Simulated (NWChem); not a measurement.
CH4ClFOSi; SMILES OC[Si@@H](F)Cl

```xyz
9

O      0.8117     2.2523     0.1150
C     -0.2627     1.5404    -0.4594
Si    -0.4597    -0.1487     0.3426
F     -1.8260    -0.8395    -0.1927
Cl     1.1097    -1.3761    -0.1501
H      0.5601     2.5247     1.0036
H     -0.0350     1.4028    -1.5293
H     -1.2214     2.0971    -0.4244
H     -0.5357    -0.0547     1.8231
```
Atoms are numbered in this order, from 1.

Results from NWChem. All runs use the structure optimised with PBE0/def2-SVP. Level: PBE0/def2-SVP with SMD (1 M gas to 1 M solution), gas-phase geometry. Reactions with the solvent are ignored.

For solvent toluene:

```yaml
cavity-dispersion-structure term (kcal/mol): -1.6
dipole in solution (D): 2.63
```

**Question.** What are these values for solvent water?

**Answer.** 
| Quantity | Result |
|---|---|
| cavity-dispersion-structure term (kcal/mol) | 3.1 |
| dipole in solution (D) | 3.02 |
